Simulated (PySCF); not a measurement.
C2H7AlO2Si, SMILES [OH][Al]([OH])/[CH]=C/[SiH3].

Geometry: r2SCAN-D4/def2-SVP. The structure was generated by enumeration; whether it is a known compound was not checked. Other conformers were not sampled.

The numbers are results of PBE0/def2-TZVP (PySCF), not measurements.

Symmetry labels are those of the subgroup Cs that the program uses (full group Cs).

Computed valence orbital energies around the gap with their symmetry:
```tsv
orbital	symmetry	energy (eV)
HOMO−7	A'	-10.21
HOMO−6	A"	-9.77
HOMO−5	A"	-9.49
HOMO−4	A'	-9.47
HOMO−3	A'	-9.10
HOMO−2	A"	-9.00
HOMO−1	A'	-7.92
HOMO	A"	-7.88
LUMO	A"	-1.13
LUMO+1	A'	-0.18
LUMO+2	A'	0.88
LUMO+3	A"	1.30
```
